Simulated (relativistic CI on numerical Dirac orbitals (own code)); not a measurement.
**Calculated levels, Cd XIX**

Method of calculation: Dirac-Coulomb-Breit CI, separate exchange-only KLI orbitals for each configuration, model QED, unscaled Slater integrals (own radial code, finite nucleus).

Configurations in the expansion (outside the closed core [Ar]): 3d¹⁰4s², 3d¹⁰4s4p, 3d¹⁰4p², 3d¹⁰4s4d, 3d¹⁰4d², 3d¹⁰4s4f, 3d¹⁰4p4d, 3d¹⁰4f², 3d¹⁰4p4f, 3d¹⁰4s5s, 3d¹⁰4d4f, 3d¹⁰4s5p, 3d¹⁰4s5d, 3d¹⁰4s5f, 3d¹⁰4s5g, 3d¹⁰4s6s, 3d¹⁰4s6p, 3d¹⁰4s6d, 3d¹⁰4s6f, 3d¹⁰4s7s, 3d⁹4s²4p, 3d⁹4s²4d, 3d⁹4s²4f, 3d⁹4s²5s, 3d⁹4s²5p, 3d⁹4s²5d. Double excitations out of closed p, d and f shells are left out; levels of such configurations are missing from the list, as are those of other unlisted configurations, and high levels can miss mixing partners. These lack a partner that the ground configuration has and come out too high: 3d⁹4s²4p, 3d⁹4s²4d, 3d⁹4s²4f, 3d⁹4s²5s, 3d⁹4s²5p.

```tsv
No.	Configuration	Term	J	E (cm⁻¹)	%	Next component (%)	Landé g	Lifetime (s)
1	3d¹⁰4s²	¹S	0	0	99	1 3d¹⁰4p² ¹S		
2	3d¹⁰4s4p	³P°	0	281184	100			
3	3d¹⁰4s4p	³P°	1	296536	94	6 ¹P°	1.469	9.97e-10
4	3d¹⁰4s4p	³P°	2	352690	100		1.500	4.40e-04
5	3d¹⁰4s4p	¹P°	1	436847	93	6 ³P°	1.029	1.82e-11
6	3d¹⁰4p²	³P	0	658629	84	15 ¹S		2.75e-11
7	3d¹⁰4p²	³P	1	710663	100		1.500	2.08e-11
8	3d¹⁰4p²	¹D	2	713540	60	34 ³P	1.170	4.20e-11
9	3d¹⁰4p²	³P	2	780645	65	29 ¹D	1.327	2.25e-11
10	3d¹⁰4p²	¹S	0	841150	82	16 ³P		1.73e-11
11	3d¹⁰4s4d	³D	1	918571	100		0.498	8.32e-12
12	3d¹⁰4s4d	³D	2	923230	99	1 ¹D	1.165	8.81e-12
13	3d¹⁰4s4d	³D	3	931461	100		1.333	1.04e-11
14	3d¹⁰4s4d	¹D	2	995962	88	10 3d¹⁰4p² ¹D	1.001	6.54e-12
15	3d¹⁰4p4d	³F°	2	1215902	82	15 ¹D°	0.726	5.84e-11
16	3d¹⁰4p4d	³F°	3	1247613	88	7 ³D°	1.096	4.44e-11
17	3d¹⁰4p4d	¹D°	2	1264480	41	35 ³P°	1.179	1.15e-11
18	3d¹⁰4p4d	³D°	1	1281143	63	26 ³P°	0.811	5.94e-12
19	3d¹⁰4p4d	³F°	4	1296004	98	2 3d¹⁰4s4f ³F°	1.249	7.27e-11
20	3d¹⁰4p4d	¹D°	2	1313081	40	32 ³D°	1.116	8.34e-12
21	3d¹⁰4p4d	³P°	0	1332184	100			7.68e-12
22	3d¹⁰4p4d	³D°	3	1334477	73	14 ¹F°	1.251	5.90e-12
23	3d¹⁰4p4d	³P°	1	1335429	70	30 ³D°	1.203	6.83e-12
24	3d¹⁰4p4d	³D°	2	1341539	50	45 ³P°	1.308	6.82e-12
25	3d¹⁰4p4d	¹F°	3	1371518	64	20 ³D°	1.067	6.31e-12
26	3d¹⁰4p4d	¹P°	1	1405243	87	7 ³D°	0.983	7.16e-12
27	3d¹⁰4s4f	³F°	2	1509490	99	1 3d¹⁰4p4d ³F°	0.665	8.00e-12
28	3d¹⁰4s4f	³F°	3	1510230	98	1 3d¹⁰4p4d ³F°	1.083	8.04e-12
29	3d¹⁰4s4f	³F°	4	1511296	98	2 3d¹⁰4p4d ³F°	1.250	8.08e-12
30	3d¹⁰4s4f	¹F°	3	1567553	82	17 3d¹⁰4p4d ¹F°	1.000	5.43e-12
31	3d¹⁰4s5s	³S	1	1800926	100		2.001	1.97e-12
32	3d¹⁰4p4f	¹G	4	1812267	30	26 3d¹⁰4d² ¹G	1.072	2.66e-11
33	3d¹⁰4p4f	³F	2	1818339	46	34 3d¹⁰4d² ³F	0.742	1.09e-11
34	3d¹⁰4p4f	³G	3	1820069	47	31 ³F	0.927	1.05e-11
35	3d¹⁰4s5s	¹S	0	1826497	100			2.30e-12
36	3d¹⁰4p4f	¹F	3	1827875	38	19 ³D	1.039	9.16e-12
37	3d¹⁰4d²	³F	4	1852036	30	28 3d¹⁰4p4f ³F	1.145	1.52e-11
38	3d¹⁰4d²	¹D	2	1866430	48	24 ³F	0.935	6.56e-12
39	3d¹⁰4d²	³F	3	1867069	46	20 3d¹⁰4p4f ³G	1.047	6.24e-12
40	3d¹⁰4p4f	³G	4	1872251	64	27 3d¹⁰4d² ³F	1.100	7.21e-12
41	3d¹⁰4d²	³F	2	1884973	33	23 3d¹⁰4p4f ³F	0.876	4.23e-12
42	3d¹⁰4d²	³P	0	1888431	96	3 ¹S		4.62e-12
43	3d¹⁰4d²	³P	1	1893448	100		1.500	4.87e-12
44	3d¹⁰4p4f	³G	5	1898012	100		1.199	8.38e-12
45	3d¹⁰4d²	³P	2	1900196	91	4 ¹D	1.452	5.26e-12
```

Energies count from the lowest computed level; ° marks odd parity; lifetimes are radiative, by E1, M1, E2, M2, E3 decay to levels of this space only; some are left blank where a channel outside the calculation adds to the decay or the decay crosses a small, uncertain gap.

The mean weight of the leading LS term, summed over parents, in these 45 levels is 77 %, and that of the leading jj configuration (from the same eigenvectors) 78 %.

At this charge energies of transitions that change n are usually good to better than 1 %, and those within a shell (Δn = 0) to a few per cent.

LS names give the leading component of a level, which can be under half, so a name can repeat, a term be missing and a line seem to break the LS rules.
